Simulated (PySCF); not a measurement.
Compound: C4H7F3O2P (charge -1).
Numbering: `[CH3:1][P@:2](=[O:3])([O-:4])[CH2:5][CH2:6][C:7]([F:8])([F:9])[F:10]` (hydrogens: H11, H12, H13 on C1; H14, H15 on C5; H16, H17 on C6)

Geometry (PBE0-D3(BJ)/def2-SVP, Å), atoms numbered from 1 in this order:
```xyz
17
C4H7F3O2P angstrom
C     -2.8138    0.0873    0.2296
P     -1.2748   -0.8993   -0.0228
O     -1.2628   -1.4183   -1.4445
O     -1.0724   -1.7951    1.1809
C      0.0590    0.4044    0.0689
C      1.3684   -0.3167   -0.1873
C      2.5921    0.5367   -0.1098
F      2.5835    1.5424   -1.0035
F      2.7574    1.1058    1.0979
F      3.7165   -0.1668   -0.3488
H     -2.8243    0.5622    1.2232
H     -3.6596   -0.6156    0.1697
H     -2.9366    0.8490   -0.5562
H     -0.1112    1.1866   -0.6890
H      0.0615    0.8674    1.0690
H      1.4716   -1.1349    0.5437
H      1.3335   -0.7834   -1.1845
```

All values: PBE0/pcSseg-1 (PySCF, non-relativistic), on one gas-phase PBE0-D3(BJ)/def2-SVP geometry that isn't relaxed in the solvent. The solvent is an IEF-PCM continuum (Bondi radii, 1.10 Å for H, scaled by 1.2). The model holds no explicit solvent molecules, cavitation or dispersion.

Gas phase at PBE0/pcSseg-1: HOMO -2.24 eV, LUMO 5.26 eV.

Task: What does the continuum do to the energy and the frontier levels at PBE0/pcSseg-1 in benzene and chloroform?

Result: 
| solvent | ε | E(solvent) − E(gas) (kJ/mol) | polarisation term (kJ/mol) | distortion of the solute (kJ/mol) | HOMO (eV) | LUMO (eV) |
| --- | --- | --- | --- | --- | --- | --- |
| benzene | 2.271 | -133.89 | -136.59 | 2.70 | -4.66 | 3.31 |
| chloroform | 4.711 | -193.63 | -200.27 | 6.64 | -5.67 | 2.53 |

Polarisation term: ½ Σ q·V over the induced surface charges. Distortion: the rise of the solute's own energy as its density leaves the gas-phase optimum. From benzene to chloroform the lowering changes by a factor 1.45, Born's factor 1 − 1/ε by 1.41 and ε itself by 2.1.

Task: Which radius a makes Born's formula ΔE = −(q²/2a)(1 − 1/ε) give the value in chloroform?

Result: a = q²(1 − 1/ε)/(2|ΔE|) = 2.83 Å, with q = -1 e and |ΔE| = 0.0737 Eh; the farthest nucleus lies 3.74 Å from the centroid of the nuclei. The formula assumes a point charge at the centre of a sphere.

Task: Which Hirshfeld charges (PBE0/pcSseg-1) respond most in benzene (means over atoms taken as equivalent)?

Result: 
| atoms | environment | gas (e) | solvent (e) | change |
| --- | --- | --- | --- | --- |
| O4 | oxygen bonded to P | -0.500 | -0.520 | -0.020 |
| O3 | oxygen bonded to P | -0.500 | -0.519 | -0.019 |
| H11/H12/H13 | methyl hydrogen | +0.023 | +0.029 | +0.006 |
| H14 | methylene hydrogen | +0.016 | +0.022 | +0.006 |
| H15 | methylene hydrogen | +0.016 | +0.022 | +0.006 |
| P2 | phosphoryl phosphorus | +0.355 | +0.350 | -0.005 |

Task: Which Mayer bond orders change most in benzene?

Result: 
```json
{"bond": "C1–P2", "length (Å)": "1.845", "gas": "0.895", "solvent": "0.918", "change": "+0.023"}
{"bond": "P2–O4", "length (Å)": "1.514", "gas": "1.704", "solvent": "1.682", "change": "-0.022"}
{"bond": "P2–O3", "length (Å)": "1.514", "gas": "1.699", "solvent": "1.678", "change": "-0.021"}
{"bond": "P2–C5", "length (Å)": "1.867", "gas": "0.813", "solvent": "0.832", "change": "+0.019"}
{"bond": "C5–C6", "length (Å)": "1.517", "gas": "1.023", "solvent": "1.016", "change": "-0.007"}
{"bond": "C1–H12", "length (Å)": "1.101", "gas": "0.963", "solvent": "0.958", "change": "-0.005"}
{"bond": "C1–H11", "length (Å)": "1.101", "gas": "0.956", "solvent": "0.952", "change": "-0.004"}
{"bond": "C7–F10", "length (Å)": "1.348", "gas": "0.980", "solvent": "0.983", "change": "+0.003"}
```

Task: How do the nuclear quadrupole coupling constants eQVzz/h respond in benzene?

Result: 
```csv
nucleus,Q (barn),gas (MHz),solvent (MHz),η gas,η solvent
17O at O3,-0.0256,-5.16,-5.16,0.05,0.02
17O at O4,-0.0256,-5.17,-5.17,0.07,0.03
```
